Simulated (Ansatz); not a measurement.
Frontier orbitals of C2H6BFO (`CB(F)CO`).

Cartesian coordinates in Å:
```
C 0.135 0.726 1.514
B 0.543 -0.142 0.281
F 1.718 -0.760 0.308
C -0.377 -0.310 -0.978
O 0.183 -1.143 -1.968
H 0.108 0.101 2.414
H -0.834 1.218 1.411
H 0.894 1.492 1.703
H -0.590 0.705 -1.359
H -1.352 -0.685 -0.620
H -0.428 -1.201 -2.706
```

Charge 0, multiplicity 1. The structure was optimised at the PBE0-D4/def2-TZVP level. It is one conformer, not always the lowest. Basis def2-TZVPP, the Gaussian-basis code of Ansatz.

| functional | HOMO (eV) | LUMO (eV) |
| --- | --- | --- |
| BLYP | -6.23 | -0.87 |

Task: Give HOMO and LUMO (eV) with LDA (SPW92), PBE, revPBE, r2SCAN, B97M-V, PBE0, B3LYP, r2SCANh, r2SCAN0, HSE06 (plane-wave form), BHLYP, CAM-B3LYP, LC-ωPBE, ωB97X-V, ωB97M-V, HF. (An estimate is asked.)

Result: Ansatz gave: 
| functional | HOMO | LUMO |
| --- | --- | --- |
| LDA (SPW92) | -6.44 | -1.24 |
| PBE | -6.31 | -0.98 |
| revPBE | -6.25 | -0.86 |
| r2SCAN | -6.67 | -0.56 |
| B97M-V | -6.82 | -0.54 |
| PBE0 | -8.01 | 0.07 |
| B3LYP | -7.76 | -0.20 |
| r2SCANh | -7.31 | -0.20 |
| r2SCAN0 | -8.27 | 0.32 |
| HSE06 (plane-wave form) | -7.60 | -0.32 |
| BHLYP | -9.67 | 1.15 |
| CAM-B3LYP | -9.52 | 1.20 |
| LC-ωPBE | -10.86 | 2.47 |
| ωB97X-V | -10.53 | 2.36 |
| ωB97M-V | -10.47 | 1.92 |
| HF | -12.26 | 2.93 |

B3LYP here is the variant with VWN-RPA as its local correlation; programs differ in this. LC-ωPBE has ω = 0.4 bohr⁻¹. Positive LUMOs are unbound and depend on the basis.
